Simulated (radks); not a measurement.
The nickel ion Ni2.5+, 25.5 electrons, occupied as [Ar] 3d5.5 4p2 (fractional occupations, a model configuration).

Calculated with a radial shooting solver on a logarithmic mesh with Libxc functionals: scalar-relativistic Kohn-Sham, SCAN, spin-unpolarised, spherical densities, finite nucleus; meta-GGA in the generalised Kohn-Sham scheme; Fermi nuclear charge, rms radius 3.7757 fm.

Energy parts (eV):
total: -41295.032
kinetic: 41873.623
electron-nucleus: -97895.291
Hartree: 16409.459
exchange-correlation: -1682.823

Orbitals (lengths in bohr, moments of r in powers of bohr; <r^-3> diverges for s and p1/2; r(max) is where P^2 peaks):
| orbital | occ. | eigenvalue (eV) | r(max) | <r^-3> | <r^2> |
|---|---|---|---|---|---|
| 1s | 2 | -8290.519 | 0.03541 | - | 0.003939 |
| 2s | 2 | -1045.899 | 0.2043 | - | 0.07054 |
| 2p | 6 | -905.3578 | 0.1650 | 624.5 | 0.05685 |
| 3s | 2 | -164.3953 | 0.6344 | - | 0.6028 |
| 3p | 6 | -122.4634 | 0.6399 | 84.03 | 0.6624 |
| 3d | 5.5 | -55.5840 | 0.6046 | 8.724 | 0.8609 |
| 4p | 2 | -25.2190 | 2.091 | 8.534 | 6.335 |

The highest occupied level is 4p at -25.219 eV. The electron density at the nucleus is 1.976e+04 e/bohr^3 (large components only). The density falls to 0.001 e/bohr^3 at r = 3.84 bohr.
